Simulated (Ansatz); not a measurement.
Reaction (substitution at a C–O bond): `NC(=S)[O][AlH2]` + H₂Se → `NC(=S)[SeH]` + `[OH][AlH2]`

Calculated with Ansatz (gas phase, PBE0-D4/def2-TZVP geometries, no zero-point term in ΔE). CCSD(T)/CBS adds triple-zeta CCSD(T) − MP2 to the extrapolated MP2 energy (def2 sets, frozen cores). This one scheme is used for every species. Functionals use def2-TZVPP. B3LYP here is the variant with VWN-RPA as its local correlation; programs differ in this. For Se outer-core shells are correlated without core-valence functions, which leaves a few kJ/mol of doubt a bond. Scalar relativity is left out up to krypton. Each species was taken in one conformer, which may not be the lowest.

CCSD(T)/CBS gives -3.0 kcal/mol.

Question: Another level gave -1.2 kcal/mol. Which?
A. ωB97X-V/def2-TZVPP
B. B3LYP-D4/def2-TZVPP
C. HF/def2-TZVPP
D. PBE/def2-TZVPP

Answer: B. B3LYP-D4 -1.2, PBE -2.8, HF/def2-TZVPP 5.2, ωB97X-V 0.4 kcal/mol.

Largest T1 diagnostic among the species: 0.017.

From PBE to PBE0 (25 % exact exchange), in def2-TZVPP and without D4, ΔE moves by +1.8 kcal/mol. In def2-TZVPP, CCSD(T) changes the Hartree–Fock value by −7.4 kcal/mol (the triples alone add −1.2 kcal/mol) and MP2 by −10.6 kcal/mol.
